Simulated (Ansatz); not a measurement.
In₃O₃F₃⁺, that is (FInO)3 ring with one electron fewer. The state is a doublet with charge 1. Geometry r2SCAN-D4/def2-SVP, that of the neutral singlet.

```xyz
9

In   -0.213    1.097    1.661
F    -0.416    2.155    3.280
O     1.529    1.089    0.680
In    1.750   -0.014   -0.972
F     3.454   -0.038   -1.909
O     0.213   -1.096   -1.654
In   -1.538   -1.081   -0.690
F    -3.035   -2.123   -1.366
O    -1.744    0.012    0.971
```

In the def2 sets In takes a core potential; there is no spin–orbit coupling. HSE06 is defined as in plane-wave codes, on full-range PBE exchange. At PBE-D4/def2-TZVP the gap within one spin of the charge 1 doublet nearly closes, so an electron or hole may be smeared out by delocalisation error.

Task: Estimate the α-spin orbital energies around the gap (eV) in Ansatz with PBE-D4/def2-TZVP, PBE0-D4/def2-TZVP, HSE06-D4/def2-TZVP.

Result: 
```csv
orbital,PBE-D4/def2-TZVP,PBE0-D4/def2-TZVP,HSE06-D4/def2-TZVP
HOMO−5,-13.36,-15.00,-14.59
HOMO−4,-13.23,-14.98,-14.58
HOMO−3,-13.20,-14.95,-14.54
HOMO−2,-13.17,-14.72,-14.32
HOMO−1,-13.02,-14.35,-13.96
HOMO,-12.93,-14.26,-13.86
LUMO,-9.61,-8.98,-9.34
LUMO+1,-8.02,-7.17,-7.55
LUMO+2,-7.95,-6.97,-7.35
LUMO+3,-6.79,-6.27,-6.63
LUMO+4,-6.34,-5.60,-5.97
LUMO+5,-6.28,-5.47,-5.84
β HOMO,-12.70,-13.99,-13.60
β LUMO,-12.71,-12.25,-12.61
```
